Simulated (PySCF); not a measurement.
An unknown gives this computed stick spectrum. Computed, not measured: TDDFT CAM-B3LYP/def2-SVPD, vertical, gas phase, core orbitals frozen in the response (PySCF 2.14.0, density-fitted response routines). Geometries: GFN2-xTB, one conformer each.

```json
{"state": "S1", "λ (nm)": "186.7", "f": "0.278"}
{"state": "S2", "λ (nm)": "182.0", "f": "0.129"}
{"state": "S3", "λ (nm)": "180.7", "f": "0.039"}
{"state": "S4", "λ (nm)": "176.0", "f": "0.0010"}
{"state": "S5", "λ (nm)": "174.7", "f": "0.038"}
{"state": "S6", "λ (nm)": "173.0", "f": "0.035"}
{"state": "S7", "λ (nm)": "166.7", "f": "0.0070"}
{"state": "S8", "λ (nm)": "162.3", "f": "0.0014"}
```

Orbital energies (eV): HOMO-3 -10.52, HOMO-2 -10.06, HOMO-1 -10.02, HOMO -9.05, LUMO 0.38, LUMO+1 0.92, LUMO+2 1.13.

Problem. Which candidate is it?
A. `c1(ccc(F)cc1)NC`
B. `COC[C@@H](C)C(=O)Cl`
C. `C/C(=C/CF)C(Cl)Cl`

Solution. C. Its S1, at 6.64 eV, is the highest among the candidates; the nearest of the others has S1 at 5.18 eV. S1 is HOMO→LUMO (67%), HOMO→LUMO+1 (15%). Löwdin shares by element: HOMO carbon 68% or more, chlorine 8% or more (atoms not listed hold the other 24%); LUMO carbon 56% or more, chlorine 17% or more (atoms not listed hold the other 26%). At the same level the other candidates give, for their lowest levels:
- `CNc1ccc(F)cc1`: 270 nm (f 0.053); 230 nm (f 0.003); 222 nm (f 0.194); 205 nm (f 0.010); 195 nm (f 0.001); T1 3.64 eV; HOMO -6.94, LUMO 0.70 eV
- `COC[C@@H](C)C(=O)Cl`: 239 nm (f 0.000); 189 nm (f 0.002); 184 nm (f 0.001); 174 nm (f 0.011); 168 nm (f 0.023); T1 4.67 eV; HOMO -9.27, LUMO 0.13 eV

The values belong to the conformer `[CH3:1]/[C:2](=[CH:3]/[CH2:4][F:5])[CH:6]([Cl:7])[Cl:8]`: C2–C3–C4–F5 0°, C1–C2–C6–Cl7 66°.
Triplets come from the Tamm–Dancoff approximation.
